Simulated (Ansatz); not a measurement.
Input file for Ansatz (an electronic-structure program): R-B3LYP/def2-TZVPP on GeH4O (SMILES [OH][GeH3]), a point of a torsion scan.

Ansatz 0.2 input:
```yaml
crystal:
  periodic: [false, false, false]
  atoms:
    - {symbol: O, position_ang: [1.18182613, -0.43316888, -0.37036745]}
    - {symbol: Ge, position_ang: [-0.44805099, 0.02195401, 0.02473020]}
    - {symbol: H, position_ang: [1.89841301, 0.05482521, 0.02636527]}
    - {symbol: H, position_ang: [-1.10403269, 0.40632215, -1.26242897]}
    - {symbol: H, position_ang: [-0.42141146, 1.16919497, 0.99168498]}
    - {symbol: H, position_ang: [-1.08833353, -1.18701140, 0.62692462]}
basis:
  gaussian:
    orbitals: def2-TZVPP
hamiltonian:
  xc: {name: B3LYP}
scf: {lower_state_search: off}
```

Output:

```
WARN ansatz: RAYON_NUM_THREADS=1 ignored (pool sized by the plan → 1); use --threads N
Functional definition: B3LYP
these checks for a lower state are left out or cut short: stability, starts, cluster_reference, orbital_swaps, neighbouring_geometries, increment
integrals: 0.04 GiB planned
776 factors; their error is unknown
mean field: 0.44 GiB planned
mean field evaluation 1: about -58627.4247 eV, gradient 6.0e1 eV
mean field evaluation 2: about -58609.9683 eV, gradient 1.1e2 eV
mean field evaluation 4: about -58632.7823 eV, gradient 3.9e0 eV
mean field evaluation 8: about -58632.7951 eV, gradient 1.6e-2 eV
mean field evaluation 16: about -58633.0132 eV, gradient 2.3e-6 eV
mean field -58633.01320693 eV, -2154.7234924710 hartree, gradient 2.3e-6 eV, S^2 0.000000; 0 other end points of the search recorded, 0 dependent functions left out
reference -58633.01342368 eV, -2154.7235004364 hartree; 22, 22 occupied and 113, 113 virtual orbitals, 776 factors
Total energy: -58633.01342368 eV, -2154.7235004364 hartree
Checks for a lower state left out: stability, starts, cluster_reference, orbital_swaps, neighbouring_geometries, increment
```

Self-consistency was reached.

Cost: around 1.2 core-seconds (rough).
